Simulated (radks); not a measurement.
The numbers below are computed, except where a source is named.
All-electron atom: Yb16+ in [Kr] 4d10 4f8 (the NIST ground configuration).

Code: a radial shooting solver on a logarithmic mesh with Libxc functionals. Model: scalar-relativistic Kohn-Sham, BLYP, spin-polarised, spherical densities, finite nucleus; open shells are filled with parallel spins first (spin-orbit coupling, left out, can overturn this in heavy ions); Fermi nuclear charge, rms radius 5.3108 fm.

Energy parts (hartree):
total: -13970.0615
kinetic: 15227.8888
electron-nucleus: -33627.8621
Hartree: 4710.1877
exchange-correlation: -280.2759

Orbitals (lengths in bohr, moments of r in powers of bohr; r(90%) holds 90 % of the orbital's charge):
1s down: occ. 1; eigenvalue (hartree) -2264.176; <r^4> 7.555e-07; r(90%) 0.0357
1s up: occ. 1; eigenvalue (hartree) -2264.175; <r^4> 7.555e-07; r(90%) 0.0357
2s up: occ. 1; eigenvalue (hartree) -395.0874; <r^4> 0.0001162; r(90%) 0.129
2s down: occ. 1; eigenvalue (hartree) -395.0835; <r^4> 0.0001161; r(90%) 0.129
2p up: occ. 3; eigenvalue (hartree) -349.9155; <r^4> 0.00008917; r(90%) 0.121
2p down: occ. 3; eigenvalue (hartree) -349.9129; <r^4> 0.00008914; r(90%) 0.121
3s up: occ. 1; eigenvalue (hartree) -99.81384; <r^4> 0.004341; r(90%) 0.318
3s down: occ. 1; eigenvalue (hartree) -99.66727; <r^4> 0.004324; r(90%) 0.317
3p up: occ. 3; eigenvalue (hartree) -86.19037; <r^4> 0.004605; r(90%) 0.323
3p down: occ. 3; eigenvalue (hartree) -86.04398; <r^4> 0.004584; r(90%) 0.323
3d up: occ. 5; eigenvalue (hartree) -69.57083; <r^4> 0.003590; r(90%) 0.305
3d down: occ. 5; eigenvalue (hartree) -69.45905; <r^4> 0.003565; r(90%) 0.304
4s up: occ. 1; eigenvalue (hartree) -30.39313; <r^4> 0.09728; r(90%) 0.688
4s down: occ. 1; eigenvalue (hartree) -30.11367; <r^4> 0.09767; r(90%) 0.689
4p up: occ. 3; eigenvalue (hartree) -25.83171; <r^4> 0.1240; r(90%) 0.733
4p down: occ. 3; eigenvalue (hartree) -25.56000; <r^4> 0.1247; r(90%) 0.734
4d up: occ. 5; eigenvalue (hartree) -19.81669; <r^4> 0.1667; r(90%) 0.793
4d down: occ. 5; eigenvalue (hartree) -19.55059; <r^4> 0.1687; r(90%) 0.795
4f up: occ. 7; eigenvalue (hartree) -13.07849; <r^4> 0.2583; r(90%) 0.889
5s up: occ. 0; eigenvalue (hartree) -13.06306; <r^4> 1.550; r(90%) 1.37
5s down: occ. 0; eigenvalue (hartree) -12.91685; <r^4> 1.602; r(90%) 1.38
4f down: occ. 1; eigenvalue (hartree) -12.80821; <r^4> 0.2693; r(90%) 0.898
5p up: occ. 0; eigenvalue (hartree) -11.51579; <r^4> 2.096; r(90%) 1.48
5p down: occ. 0; eigenvalue (hartree) -11.39362; <r^4> 2.176; r(90%) 1.49

The highest occupied level is 4f down at -348.53 eV. The configuration is held as typed, so some empty levels lie below it. Spin moment in Bohr magnetons: 6. For comparison, the ionisation energy in NIST's Atomic Spectra Database is 396 eV (theoretical). In exact Kohn-Sham theory the highest level is minus the ionisation energy, but local and semilocal functionals leave it too shallow, through self-interaction and a potential that decays too fast; potentials with the right tail come closer. The density falls to 0.001 e/bohr^3 at r = 1.71 bohr. The spin density at the nucleus is -21.50 e/bohr^3 (1s 0.09, 2s -2.55, 3s -31.54, 4s 12.50).
